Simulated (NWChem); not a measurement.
## Correlation energy of H6B2

```xyz
8

B      0.0000     0.0000     0.8885
B      0.0000     0.0000    -0.8885
H      0.0000    -0.9883     0.0000
H      1.0494     0.0000     1.4735
H     -1.0494     0.0000     1.4735
H      0.0000     0.9883     0.0000
H      1.0494     0.0000    -1.4735
H     -1.0494     0.0000    -1.4735
```
Charge 0, spin multiplicity 1.

Program: NWChem. Structure: optimised with B3LYP/def2-SVP, a minimum by its harmonic frequencies.

Basis set: cc-pVDZ. Each correlation energy counts from its own Hartree-Fock reference.

The correlated methods keep 2 core orbitals frozen. The structure started from a generated list of species. No row is a measurement; the coupled-cluster row has its own basis-set and correlation limits.

### Question
Order these methods by the correlation energy they give, lowest first: RI-MP2, SCS-MP2, CR-CCSD[T], CCSD.

### Answer
CR-CCSD[T] (-263.6 mHa), CCSD (-258.3 mHa), SCS-MP2 (-229.8 mHa), RI-MP2 (-215.8 mHa)
